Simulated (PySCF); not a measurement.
# Nuclear quadrupole coupling in `C#C[C@@H]1C[C@@H]1[SiH2]N`

Compound: C5H9NSi.
Structure used (PBE0-D3(BJ)/def2-SVP), in Å, numbered top down from 1:
```
atom  x, y, z in Å
C1     0.8713    1.1691    2.1838
C2     0.9388    0.2142    1.4387
C3     0.9856   -0.9205    0.5544
C4     1.5959   -0.8092   -0.8171
C5     0.1090   -0.9585   -0.6928
Si6   -1.0495    0.4688   -1.0599
N7    -2.2751    0.5136    0.1614
H8     0.8368    2.0201    2.8382
H9     1.1225   -1.8782    1.0681
H10    2.1819   -1.6619   -1.1694
H11    1.9937    0.1678   -1.1064
H12   -0.2947   -1.9533   -0.9113
H13   -1.7402    0.2497   -2.3683
H14   -0.1963    1.6977   -1.1993
H15   -3.1240    1.0404   -0.0123
H16   -1.9626    0.6477    1.1189
```

Field gradients from the PBE0/pcSseg-1 density (PySCF, non-relativistic), principal values in atomic units, ordered |Vxx| ≤ |Vyy| ≤ |Vzz|:

```csv
atom,Vxx,Vyy,Vzz
N7,0.3220,0.6071,-0.9291
```

**Question.** Find the asymmetry η = (Vxx − Vyy)/Vzz and the couplings χ = eQV/h (234.96 MHz × Q in barn × V in au), with Q(14N) = 0.02044 b.

**Answer.** 
```csv
atom,environment,nucleus,η,χzz (MHz),χxx (MHz),χyy (MHz)
N7,silicon-bound nitrogen,14N,0.31,-4.462,1.546,2.916
```

**Question.** What is Vzz at N7 in SI units (1 au = 9.71736 × 10²¹ V/m²)?

**Answer.** -0.9291 au = -9.028 × 10²¹ V/m².

**Question.** And the gradient at the other heavy atoms, for which no coupling is worked out here?

**Answer.** 
```tsv
atom	environment	Vzz (au)	η
C1	terminal alkyne carbon	-0.247	0.35
C2	alkyne carbon	-0.297	0.14
C3	propargylic carbon	0.216	0.70
C4	three-membered-ring carbon	0.177	0.32
C5	sp3 carbon bound to silicon	0.206	0.64
Si6	SiH2 silicon	0.132	0.66
```

Were the hydrogens deuterons (Q(2H) = 0.00286 b), χzz would run from 90 kHz (H14) to 277 kHz (H15).

One conformer (not necessarily the lowest) at the PBE0-D3(BJ)/def2-SVP geometry, without solvent, vibrations or thermal averaging. The basis is small and wasn't made for field gradients, so the couplings can be 20 % off.
